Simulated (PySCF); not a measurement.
Compound: C₂H₁₅Al₂NO₂Si₂.
Geometry (PBE0-D3(BJ)/def2-SVP, Å), atoms numbered from 1 in this order:
```
atom  x, y, z in Å
C1    -0.853   -2.623   -1.155
O2    -1.005   -1.301   -0.682
Al3   -2.536   -0.431   -0.052
O4    -1.400    1.035   -0.275
C5    -1.455    2.292    0.368
Al6    0.084    0.172   -0.977
N7     1.486    0.285    0.180
Si8    3.075    0.763   -0.363
Si9    1.267   -0.169    1.853
H10   -1.790   -2.975   -1.615
H11   -0.061   -2.664   -1.918
H12   -0.583   -3.297   -0.328
H13   -2.838   -0.644    1.494
H14   -3.678   -0.534   -1.154
H15   -1.950    2.197    1.347
H16   -2.010    3.016   -0.248
H17   -0.435    2.672    0.535
H18    0.366    0.397   -2.516
H19    3.582    1.941    0.412
H20    3.011    1.131   -1.809
H21    4.080   -0.337   -0.196
H22   -0.191   -0.164    2.183
H23    1.806   -1.536    2.150
H24    1.966    0.795    2.762
```

Computed with PBE0-D3(BJ)/def2-SVP geometry optimisation, gas phase (PySCF).

(1) Which atoms are bound to Al3, and at what distances?

(2) List the angles at Al3.

(3) Describe the arrangement about Al3 in numbers.

(4) Which atoms are bound to Al6, and at what distances?

(5) List the angles at Al6.

(6) Describe the arrangement about Al6 in numbers.

(7) What are the other bond lengths?

(8) Give some angles away from the centre.

(9) What are the rotational constants (commonest isotopes, rigid rotor)?

Answers

(1) 4 atoms: H13 1.590 Å, H14 1.590 Å, O4 1.868 Å, O2 1.870 Å. The nearest atom not counted as bound is Al6, at 2.84 Å.

(2) 
```tsv
angle	degrees	distance of the outer atoms (Å)
H13–Al3–H14	121.9	2.78
O2–Al3–H13	114.9	2.92
O4–Al3–H14	113.9	2.90
O4–Al3–H13	109.7	2.83
O2–Al3–H14	108.9	2.82
O2–Al3–O4	80.1	2.40
```

(3) Angles from 80.1° to 121.9°; τ4 = (360° − α − β)/141° = 0.87 with α and β the two widest (0 for a square, 1 for a tetrahedron).

(4) 4 atoms: H18 1.580 Å, N7 1.821 Å, O4 1.855 Å, O2 1.856 Å. The nearest atom not counted as bound is Al3, at 2.84 Å.

(5) 
| angle | degrees | distance of the outer atoms (Å) |
| --- | --- | --- |
| N7–Al6–H18 | 118.2 | 2.92 |
| O4–Al6–H18 | 116.4 | 2.92 |
| O2–Al6–N7 | 113.6 | 3.08 |
| O2–Al6–H18 | 111.9 | 2.85 |
| O4–Al6–N7 | 110.3 | 3.02 |
| O2–Al6–O4 | 80.8 | 2.40 |

(6) Angles from 80.8° to 118.2°; τ4 = (360° − α − β)/141° = 0.89 with α and β the two widest (0 for a square, 1 for a tetrahedron).

(7) C1–O2, O4–C5 1.413 Å; N7–Si8, N7–Si9 1.746 Å. (A selection.)

(8) C1–O2–Al3 129.5°, C1–O2–Al6 128.8°, Al3–O2–Al6 99.5°, Al3–O4–C5 128.4°, C5–O4–Al6 128.1°, Al6–N7–Si8 121.3°, Al6–N7–Si9 119.7°, Si8–N7–Si9 118.9°.

(9) A = 1166, B = 579.8, C = 521.5 MHz: an asymmetric top.

Point group: C1 (no symmetry element, even within 0.4 Å). Charge 0, singlet. Not checked by PBE0-D3(BJ)/def2-SVP frequencies.

The run took 10 min wall on one thread, Arm Neoverse V2 (aarch64) (shared host), and the process peaked at 1.4 GiB of memory. This is the geometry optimisation.

One conformer stands for the species.
